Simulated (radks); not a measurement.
Effect of the nuclear size on neutral magnesium, [Ne] 3s2. Method: Dirac Kohn-Sham, relativistic LDA (MacDonald-Vosko exchange, VWN5 correlation), spin-unpolarised, spherical densities, finite nucleus; Fermi nuclear charge, rms radius 3.057 fm; computed with a radial shooting solver on a logarithmic mesh with Libxc functionals. The rms radius is varied about that value; shifts are against it.

[
 {"rms radius (fm)": "2.6565", "total energy shift (eV)": "-0.000640", "density at nucleus (e/bohr^3)": "1148", "1s1/2 shift (meV)": "-0.265"},
 {"rms radius (fm)": "2.9225", "total energy shift (eV)": "-0.000225", "density at nucleus (e/bohr^3)": "1147", "1s1/2 shift (meV)": "-0.093"},
 {"rms radius (fm)": "3.057", "total energy shift (eV)": "0", "density at nucleus (e/bohr^3)": "1147", "1s1/2 shift (meV)": "0.000"},
 {"rms radius (fm)": "3.2985", "total energy shift (eV)": "0.000429", "density at nucleus (e/bohr^3)": "1146", "1s1/2 shift (meV)": "0.177"},
 {"rms radius (fm)": "3.5492", "total energy shift (eV)": "0.000908", "density at nucleus (e/bohr^3)": "1145", "1s1/2 shift (meV)": "0.376"}
]

Slopes of the eigenvalues against <r^2> in GHz/fm^2, as finite differences over the two radii next to the reference (eigenvalue slopes, not the field-shift constants of lines): 1s1/2 27.9.
